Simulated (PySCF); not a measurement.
C3H6OSi, SMILES C=CC(=O)[SiH3].

Coordinates come from a PBE-D3(BJ)/def2-SVP optimisation. Other conformers were not sampled.

All values below come from PySCF with PBE-D3(BJ)/def2-SVP.

Frequencies are harmonic and unscaled.

```
mode  ν (cm⁻¹)  IR (km/mol)  moving atoms (share of kinetic energy)
----  --------  -----------  --------------------------------------
1           58          0.3                          H 82 %, C 10 %
2           91          0.1                          C 50 %, H 46 %
3          181          0.8         C 39 %, H 28 %, O 20 %, Si 13 %
4          305         15.1                  O 45 %, C 33 %, H 22 %
5          384          4.8         Si 52 %, C 23 %, O 13 %, H 12 %
6          390          6.0                  H 57 %, C 30 %, O 12 %
7          534         26.6                          H 82 %, C 13 %
8          581         38.6                         H 74 %, Si 14 %
9          700          9.0                  C 45 %, H 33 %, O 20 %
10         740          2.0                          C 60 %, H 33 %
11         854        234.9                                  H 90 %
12         900         46.7                                  H 96 %
13         908         33.8                                  H 97 %
14         962         16.3                          H 69 %, C 31 %
15         992         19.0                                  H 93 %
16        1016         56.0                          C 68 %, H 27 %
17        1033         10.9                          H 51 %, C 42 %
18        1261          4.1                          H 73 %, C 27 %
19        1352         56.5                          H 80 %, C 20 %
20        1611         75.2                           C 83 %, H 9 %
21        1693         72.3                          C 64 %, O 32 %
22        2148         79.9                                  H 98 %
23        2178         62.5                                  H 97 %
24        2185         81.5                                  H 96 %
25        3072          5.7                                  H 95 %
26        3103          5.3                           H 91 %, C 9 %
27        3183          0.4                          H 89 %, C 11 %
```
